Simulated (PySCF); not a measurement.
# C6H7N2S: g tensor and hyperfine couplings

Species: C₆H₇N₂S (doublet state).
Cartesian coordinates in Å at the GFN2-xTB level; atoms count from 1:
```
atom  x, y, z in Å
C1    -2.184    1.112   -0.454
C2    -1.047    0.389    0.131
C3    -0.918   -0.892    0.815
C4    -0.095   -0.581   -0.444
C5     1.350   -0.392   -0.301
C6     2.010    0.358    0.708
N7     3.313    0.351    0.587
S8     3.716   -0.537   -0.713
N9     2.204   -0.934   -1.147
H10   -2.843    0.430   -1.008
H11   -1.838    1.877   -1.147
H12   -2.778    1.582    0.329
H13   -0.369   -0.947    1.745
H14   -1.717   -1.625    0.753
H15   -0.354   -1.087   -1.372
H16    1.542    0.905    1.505
```

The hyperfine couplings belong to this conformer and change with its torsions.

Identity: `C[C]1C[C@@H]1c1cnsn1` [radical].

Computed, not measured: UKS B3LYP, pcH-1 on C H N S, non-relativistic, mean-field spin-orbit, GIAO (PySCF). Isolated species at its GFN2-xTB geometry (one conformer only). Couplings are sensitive to structure, and on GFN2-xTB geometries they can be far from those on DFT ones. No stability test was run, so a lower SCF solution isn't excluded.

```json
{
  "g1, g2, g3": "2.00208, 2.00251, 2.00297",
  "g_iso": "2.00252",
  "Form of g": "rhombic: the two nearest values differ by 49 % of g3 − g1",
  "⟨S²⟩": "0.7533 (exact 0.7500)",
  "HOMO–LUMO gap, α and β orbitals": "4.70, 4.75 eV",
  "Basis functions": "305"
}
```

Isotropic coupling and dipolar principal values T1 to T3, in MHz; ρ(0) is the spin density at the nucleus:

```tsv
atom	isotope	a_iso	of which spin–orbit	T1	T2	T3	Mulliken spin population	ρ(0) (bohr⁻³)
C1	13C	-4.7	0.0	-3.0	-2.6	5.5	-0.05	-0.0042
C2	13C	267.8	-0.1	-75.6	-71.1	146.7	0.92	0.2383
C3	13C	-13.9	0.0	-4.3	-0.4	4.7	-0.04	-0.0123
C4	13C	-15.1	0.0	-4.2	-0.7	4.9	-0.02	-0.0135
C5	13C	36.8	0.0	-2.8	-2.6	5.5	0.02	0.0327
C6	13C	0.0	0.0	-1.3	0.1	1.2	0.00	0.0000
N7	14N	0.2	0.0	-0.2	-0.1	0.3	0.00	0.0008
S8	33S	0.2	0.0	-0.6	-0.1	0.7	0.00	0.0007
N9	14N	0.0	0.0	-0.6	0.1	0.5	0.00	0.0001
H10	1H	135.9	0.0	-4.8	-2.1	6.9	0.07	0.0304
H11	1H	21.2	0.0	-5.6	-4.8	10.4	0.01	0.0047
H12	1H	28.4	0.0	-5.6	-4.9	10.6	0.01	0.0063
H13	1H	83.4	0.0	-6.3	-3.9	10.2	0.03	0.0187
H14	1H	58.7	0.0	-4.6	-2.2	6.8	0.03	0.0131
H15	1H	46.7	0.0	-5.0	-2.0	7.0	0.03	0.0105
H16	1H	1.3	0.0	-3.9	-3.1	7.0	0.00	0.0003
```

Largest spin populations (Mulliken): C2 (+0.92) and H10 (+0.07). No atom but C2 exceeds +0.15. The angles at C2 add up to 328.5°, so it is pyramidal.

Under fast tumbling the dipolar parts average out, and these isotropic splittings remain: 1 × 1H (H13, I = 1/2, 2 lines) with 2.98 mT, 3 × 1H (H10/H11/H12, I = 1/2, 4 lines) with 2.21 mT, 1 × 1H (H14, I = 1/2, 2 lines) with 2.09 mT, 1 × 1H (H15, I = 1/2, 2 lines) with 1.67 mT and 1 × 1H (H16, I = 1/2, 2 lines) with 0.05 mT.

Class means assume fast exchange of nuclei equivalent by connectivity; if that motion is slow, each nucleus keeps its own coupling. The three 1H nuclei of mean +61.8 MHz run from 21.2 to 135.9 MHz in the frozen geometry.

The 13C coupling of C2 (267.8 MHz) shows only in satellite lines or after enrichment, since that isotope makes up about 1.07 % of natural carbon.
